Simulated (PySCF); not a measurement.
Molecule: SMILES c1ccc(NC)cn1, C6H8N2.

Structure with atom numbers: `[CH3:1][NH:2][c:3]1[cH:4][cH:5][cH:6][n:7][cH:8]1` (H(Xn): hydrogen on atom n).

Geometry PBE0-D3(BJ)/def2-SVP throughout; GIAO in PySCF 2.14, gas phase, one conformer, non-relativistic; equivalent atoms averaged; basis pcSseg-1.

For orientation, HF gives these shifts δ (against TMS, NH3 at the same level): C3 151.2, C8 143.1, C5 131.2, C4 120.9, N7 386.3, H(C8) 8.24, H(C6) 8.22, H(C5) 7.22, H(C4) 6.88 ppm.

A run gave: C3 143.8, C8 137.9, C5 125.9, C4 113.0, N7 357.4, H(C8) 7.91, H(C6) 7.96, H(C5) 6.83, H(C4) 6.36 ppm (shifts δ (against TMS, NH3 at the same level)).

Which functional was used in that run?
A. CAM-B3LYP
B. LC-wPBE
C. PBE
D. LDA
E. PBE0

Answers

C. C3 tells them apart best: PBE gives 143.8, PBE0 gives 147.2, CAM-B3LYP gives 152.6, LC-wPBE gives 153.4, LDA gives 149.1 ppm.
